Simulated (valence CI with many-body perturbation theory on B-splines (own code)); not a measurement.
Bi11+: one-electron terms

Computed by valence CI with perturbative core correlation (CI+MBPT): four valence electrons over a frozen Dirac-Fock core [Xe] 4f14, a basis of 7 s, 7 p, 8 d, 6 f, 4 g, 1 h functions for each j, with the one-electron correlation potential Σ1 (screened to all orders), the two-electron term Σ2, the three-electron term Σ3, Breit, model QED; selected single and double excitations, second order for the rest, scaled by the run's own slope (own B-spline code, finite nucleus).

No measured levels were compared; by estimate terms of the open shell hold to 2 to 4 % of their energy, and close levels can change places. Excitations out of the core, of the other parity, are not computed and may begin above about 52.4 eV (a cautious bound); beyond it only levels of the ground parity were kept, without lifetimes.

These are the spectroscopic orbitals of the CI (the correlating ones are not listed), shaped by the core and the other valence electrons. h is the expectation value of the core's Dirac-Fock operator, without the valence repulsion; Σ1 is computed up to l = 3 at one energy for each symmetry, that of its lowest orbital but kept below the first core excitation, so for empty shells it is not the orbital's own correlation shift; Breit and QED include the response of the core.

```
Orbital  h (hartree)  Σ1 (cm⁻¹)  Breit (cm⁻¹)  QED (cm⁻¹)  ⟨r⟩ (bohr)
  6s1/2      -7.7377     -11944           755         750       1.603
  7s1/2      -4.7595      -4036           359         349       2.632
  8s1/2       -3.239      -1962           196         192       3.905
  6p1/2      -7.0357      -9797          1131        20.2       1.718
  7p1/2      -4.4092      -3668           559        10.4       2.794
  8p1/2      -3.0379      -1862           312         6.0       4.120
  6p3/2       -6.673      -7725           540        70.2       1.822
  7p3/2      -4.2309      -3074           277        36.2       2.919
  8p3/2      -2.9359      -1599           180        20.9       4.269
  5d3/2      -10.022     -15999           910        -247       1.045
  6d3/2      -5.5766      -4981           341       -58.0       2.069
  7d3/2      -3.6615      -2322           178       -28.6       3.282
  5d5/2      -9.8523     -14973           334        -156       1.068
  6d5/2      -5.5091      -4882           165       -31.4       2.098
  7d5/2      -3.6263      -2300          91.7       -15.1       3.317
  5f5/2      -6.7547     -18130          -136        -107       1.422
  6f5/2      -4.2431      -5579         -36.5       -44.4       2.603
  5f7/2      -6.7291     -16610          -280       -89.4       1.431
  6f7/2      -4.2287      -5213          -104       -36.3       2.614
  5g7/2      -4.5043                    -50.9       -12.1       2.118
  5g9/2      -4.5062                    -56.9       -11.4       2.117
```

Among the shells of the start configuration 5d4, Σ1 is largest in size for 5d3/2, where it is 0.73 % of h.

Lowest root of each symmetry, sizes in configuration state functions:

```csv
J,Parity,Roots,Reference,Variational,Second order,Change by selected CI (cm⁻¹),Change by second order (cm⁻¹)
0,even,8,38,13402,130298,-8147,-3
1,even,12,80,27527,333671,-6889,-8
2,even,19,122,31993,539239,-6895,-13
3,even,15,116,31994,621169,-7379,-18
4,even,14,107,31282,643753,-7958,-19
5,even,7,73,31995,519607,-7620,-18
6,even,4,48,25056,390568,-7618,-16
0,odd,10,44,18890,133635,-7281,-9
1,odd,26,124,31996,396833,-7185,-25
2,odd,40,171,31998,599374,-6552,-77
3,odd,40,176,31996,719461,-5854,-99
4,odd,35,151,31859,747991,-6354,-143
5,odd,25,109,31991,654183,-6664,-140
6,odd,16,64,31994,527741,-7273,-107
7,odd,8,31,31997,340251,-5744,-12
8,odd,4,12,18292,222113,-6047,-11
9,odd,1,2,7656,118205,-7451,-14
```
